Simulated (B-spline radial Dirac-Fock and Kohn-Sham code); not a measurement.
Cl⁷⁺ 2s: cross section and angular parameters

System: Cl⁷⁺ in the configuration 1s2 2s2 2p6; threshold 404.0 eV (orbital energy of the model). Model: Dirac-Hartree-Slater photoionisation with a Latter tail; cross sections with all multipoles, angular parameters from the dipole term and its interference with E2. Program: a B-spline atomic structure program.

Input file task.json (cfg lists n, l and occupation; rrms is the nuclear radius in fm):

```json
{"items": [{
  "Z": 17,
  "q": 7,
  "cfg": [[1, 0, 2], [2, 0, 2], [2, 1, 6]],
  "A": 35,
  "rrms": 3.3654,
  "do": "xps",
  "hv": [60.7, 77.0, 80, 89.7, 101.0, 115.0, 183.0, 282.0, 387.0, 478.0, 497.0, 542.0, 687.0, 721.0, 770.0, 908.0, 1000, 1253.6, 1300.0, 1350.0, 1450.0, 2000, 2590.0, 3320.0, 3560.0, 4930.0, 6000, 9251.7, 12000, 15000]
}]}
```

Launch: `python xray2_run.py task.json out`

For linearly polarised light dσ/dΩ = σ/(4π) [1 + β P₂(cos θ) + (δ + γ cos²θ) sin θ cos φ], with θ from the polarisation vector and φ the angle between the beam and the projection of the electron momentum on the plane normal to the polarisation.

| hν (eV) | σ (kb) | β | γ |
| --- | --- | --- | --- |
| 478 | 187 | 2.000 | 0.042 |
| 497 | 177 | 2.000 | 0.020 |
| 542 | 155 | 2.000 | -0.015 |
| 687 | ? | ? | ? |
| 721 | 96.6 | 2.000 | -0.035 |
| 770 | 85.9 | 2.000 | -0.026 |
| 908 | 63.4 | 2.000 | 0.012 |
| 1000 | 52.5 | 2.000 | 0.044 |
| 1253.6 | 33.6 | 2.000 | 0.133 |
| 1300 | 31.3 | 2.000 | 0.151 |
| 1350 | 28.9 | 2.000 | 0.172 |
| 1450 | 24.9 | 2.000 | 0.215 |
| 2000 | 12.3 | 2.000 | 0.410 |
| 2590 | 6.83 | 2.000 | 0.590 |
| 3320 | 3.79 | 2.000 | 0.788 |
| 3560 | 3.20 | 2.000 | 0.850 |
| 4930 | 1.41 | 2.000 | 1.156 |
| 6000 | 0.850 | 2.000 | 1.362 |
| 9251.7 | 0.265 | 2.000 | 1.878 |
| 12000 | 0.128 | 1.999 | 2.233 |
| 15000 | 0.0680 | 1.999 | 2.568 |

Question: Give the values at 687 eV.

Answer: σ = 105 kb, β = 2.000, γ = -0.039. For an s subshell δ is negligible.

Values without a named source are computed, but for edge energies of neutral atoms, which are taken from tables.
